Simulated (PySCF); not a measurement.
PySCF input file for chloro(disilanyl)silane (ClH7Si3), SMILES [SiH2](Cl)[SiH2][SiH3], SMD-B3LYP/def2-SVP. Geometry optimised at B3LYP-D3(BJ)/def2-SVP. Other conformers were not sampled.

```python
import numpy as np
from pyscf import gto, scf, dft
from pyscf.solvent import smd

mol = gto.M(
    atom='''
    Si   -2.20283025    0.15655294    0.51042281
    Si   -0.28957595    1.48430748    0.17812448
    Si    1.56256883    0.04223336    0.18949069
    Cl    0.98053881   -1.65126655   -0.89962957
    H    -1.99447925   -0.71418057    1.70401964
    H    -3.40393015    1.01267301    0.73917005
    H    -2.42908710   -0.69649050   -0.68955799
    H    -0.36440859    2.18812421   -1.13716822
    H    -0.14216207    2.50514781    1.26041467
    H     1.89933188   -0.39504983    1.57354265
    H     2.78329876    0.60799418   -0.44924998
    ''',
    basis='def2-SVP',
    charge=0,
    spin=0,
    max_memory=1600,
    verbose=3,
)
mf = dft.RKS(mol, xc='b3lyp').density_fit(auxbasis='def2-universal-jkfit')
mf.grids.level = 3
mf.conv_tol = 1e-9
mf.max_cycle = 100
mf.kernel()
res = {}
for name in ['water', '1-octanol', 'toluene']:
    s = mf.SMD()
    s.with_solvent.solvent, s.with_solvent.sasa_ng = name, 194
    s.kernel(mf.make_rdm1())
    res[name] = (s.e_tot, s.with_solvent.get_cds(), s.dip_moment(), s.mo_energy, s.converged)
    print(f'SMD {name}: dG(solv) = {(s.e_tot - mf.e_tot) * 627.509474:.3f} kcal/mol, of which CDS {res[name][1] * 627.509474:.3f}')
```

It prints:

```
converged SCF energy = -1332.57856395571
converged SCF energy = -1332.57390517849
Dipole moment(X, Y, Z, Debye):  0.31398,  1.62706,  0.87981
SMD water: dG(solv) = 2.923 kcal/mol, of which CDS 4.138
converged SCF energy = -1332.58119798104
Dipole moment(X, Y, Z, Debye):  0.28486,  1.56094,  0.83815
SMD 1-octanol: dG(solv) = -1.653 kcal/mol, of which CDS -0.607
converged SCF energy = -1332.58147827237
Dipole moment(X, Y, Z, Debye):  0.21462,  1.38405,  0.73453
SMD toluene: dG(solv) = -1.829 kcal/mol, of which CDS -1.261
```

The run converged.
